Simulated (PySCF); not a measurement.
**Worked example: chemical shift, span and skew from a shielding tensor**

B₃H₇N₃, SMILES [NH2+]1BNBNB1, charge +1. Atoms are numbered in the order given.

```xyz
13

B      0.0000     0.0000    -1.4928
N      0.0000     1.2359    -0.7422
B      0.0000     1.3379     0.6408
N      0.0000     0.0000     1.4236
B      0.0000    -1.3379     0.6408
N      0.0000    -1.2359    -0.7422
H      0.0000     0.0000    -2.6871
H      0.0000     2.1024    -1.2777
H      0.0000     2.3439     1.2838
H      0.7998     0.0000     2.0781
H     -0.7998     0.0000     2.0781
H      0.0000    -2.3439     1.2838
H      0.0000    -2.1024    -1.2777
```
Charge +1, spin multiplicity 1.

The structure is a stationary point at B3LYP-D3(BJ)/def2-SVP. The isomer is the one that the SMILES or the coordinates give; other isomers of the formula were not compared.

GIAO shieldings from HF/pcSseg-1 run with PySCF, non-relativistic, no solvent. The symmetric part of the tensor of N4 has the principal values 158.2, 227.1, 263.8 ppm. The same nucleus in NH3 has σ = 267.3 ppm at this level (PySCF, at its B3LYP-D3(BJ)/def2-TZVP geometry).

Problem. Work out the isotropic shielding, the ¹⁵N shift against NH3, the span and the skew.

Solution. 
σ(iso) = (σ11 + σ22 + σ33)/3 = 216.4 ppm. δ = σ(ref) − σ(iso) = 267.3 − (216.4) = 50.9 ppm.
Span Ω = σ33 − σ11 = 105.6 ppm. Skew κ = 3(σ(iso) − σ22)/Ω = -0.30. Tumbling in solution averages the tensor to δ; in a static solid the shielding alone would spread this spin-1/2 line over Ω.
